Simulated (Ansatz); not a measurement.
C4H10F2InN, SMILES `CC(C)(C)[NH][In]([F])[F]`, one more setting.

```yaml
crystal:
  periodic: [false, false, false]
  atoms:
    - {symbol: C, position_ang: [-0.538677, -1.836064, -0.023120]}
    - {symbol: C, position_ang: [0.071956, -0.390122, 0.158875]}
    - {symbol: C, position_ang: [1.386030, -0.627728, 0.482933]}
    - {symbol: C, position_ang: [-0.771777, 0.372927, 1.413454]}
    - {symbol: N, position_ang: [-0.368037, 0.186480, -1.097355]}
    - {symbol: In, position_ang: [0.568709, 2.274230, -1.587863]}
    - {symbol: F, position_ang: [-0.206043, 3.041290, -3.014548]}
    - {symbol: F, position_ang: [1.796966, 2.853912, -0.608126]}
    - {symbol: H, position_ang: [-0.572042, -2.399070, 0.925675]}
    - {symbol: H, position_ang: [-1.771518, -2.010692, -0.056574]}
    - {symbol: H, position_ang: [0.242001, -2.383598, -0.843870]}
    - {symbol: H, position_ang: [1.667609, 0.504074, 0.504721]}
    - {symbol: H, position_ang: [1.965659, -0.906267, -0.175636]}
    - {symbol: H, position_ang: [1.612639, -1.055422, 1.276771]}
    - {symbol: H, position_ang: [-1.826702, 0.346391, 0.876279]}
    - {symbol: H, position_ang: [-1.171656, -0.170677, 2.510084]}
    - {symbol: H, position_ang: [-0.559192, 1.358781, 1.654940]}
    - {symbol: H, position_ang: [-1.377026, 0.069869, -1.456532]}
basis:
  gaussian: {orbitals: x2c-TZVPPall}
hamiltonian: {xc: {name: wPBEh}}
output: {forces: true}
```

```sh
$ ansatz run in.yaml --threads 2 --pin off --events-out ev --progress --plain --max-ram 31744MiB --backend cuda --devices 0, --max-vram 18GiB
```

Output, abridged:

```
Functional definition: wPBEh
2459 factors; their error is unknown
149 factors; integrals over basis functions are off by at most 2.5e-7 eV
mean field evaluation 1: about -171227.3770 eV, gradient 1.1e2 eV
mean field evaluation 2: about -171121.4175 eV, gradient 2.1e2 eV
mean field evaluation 4: about -171250.3708 eV, gradient 1.6e1 eV
mean field evaluation 8: about -171250.8221 eV, gradient 2.8e-1 eV
mean field evaluation 16: about -171251.2166 eV, gradient 4.0e-3 eV
mean field -171251.21659239 eV, -6293.3661315268 hartree, gradient 8.1e-6 eV, S^2 0.000000; 0 other end points of the search recorded, 0 dependent functions left out
reference -171251.21665280 eV, -6293.3661337467 hartree; 54, 54 occupied and 363, 363 virtual orbitals, 2459 factors
Total energy: -171251.21665280 eV, -6293.3661337467 hartree
Relativity: scalar
Atom 0 at    -0.538677    -1.836064    -0.023120 Å, force    -1.219846    -2.080527     0.031050 eV/Å
Atom 1 at     0.071956    -0.390122     0.158875 Å, force    -9.361751    -2.083474     0.586499 eV/Å
Atom 2 at     1.386030    -0.627728     0.482933 Å, force    -1.596775    10.479625    -0.906999 eV/Å
Atom 3 at    -0.771777     0.372927     1.413454 Å, force    -4.273668    -4.604241    -0.456481 eV/Å
Atom 4 at    -0.368037     0.186480    -1.097355 Å, force     1.444461     2.882891    -1.488272 eV/Å
Atom 5 at     0.568709     2.274230    -1.587863 Å, force    -8.059541    -8.515394    -2.482612 eV/Å
Atom 6 at    -0.206043     3.041290    -3.014548 Å, force    -1.898497     2.153141    -3.811942 eV/Å
Atom 7 at     1.796966     2.853912    -0.608126 Å, force     8.795269     4.263360     6.769709 eV/Å
Atom 8 at    -0.572042    -2.399070     0.925675 Å, force     1.364939     0.028495     0.015929 eV/Å
Atom 9 at    -1.771518    -2.010692    -0.056574 Å, force     2.985697     1.050635    -1.453232 eV/Å
Atom 10 at     0.242001    -2.383598    -0.843870 Å, force    -2.956966     1.168341     2.104002 eV/Å
Atom 11 at     1.667609     0.504074     0.504721 Å, force     0.902516    -1.390710     0.865803 eV/Å
Atom 12 at     1.965659    -0.906267    -0.175636 Å, force     5.323076    -3.462454    -7.234121 eV/Å
Atom 13 at     1.612639    -1.055422     1.276771 Å, force     1.335588    -3.583018     7.597288 eV/Å
Atom 14 at    -1.826702     0.346391     0.876279 Å, force     1.882993     0.578862     1.188343 eV/Å
Atom 15 at    -1.171656    -0.170677     2.510084 Å, force     2.001390     1.029404    -3.009535 eV/Å
Atom 16 at    -0.559192     1.358781     1.654940 Å, force     0.949329     1.951412     0.140020 eV/Å
Atom 17 at    -1.377026     0.069869    -1.456532 Å, force     2.381789     0.133651     1.544550 eV/Å
Dipole moment:     0.075206    -0.094839     0.139217 e Å
```

It took 6 s on 2 threads of an AMD EPYC 7R13 on a shared host and a share of an NVIDIA H100 80 GB, with 1.2 GiB of host memory at the peak.
